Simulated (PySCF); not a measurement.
A structure optimised at PBE0-D3(BJ)/def2-TZVP, used in a PySCF frequency run:

```
Zn
O 1 1.7801
H 2 0.9578 1 116.93
C 1 1.9201 3 162.89 2 179.91
H 4 1.0917 1 110.70 3 103.16
H 4 1.0919 5 108.29 1 121.46
H 4 1.0919 5 108.38 6 117.19
```

Q: Write its SMILES and formula.

A: [CH3][Zn][OH], CH4OZn

Q: What are its rotational constants (standard atomic weights)?

A: 131.43, 4.2981, 4.2732 GHz
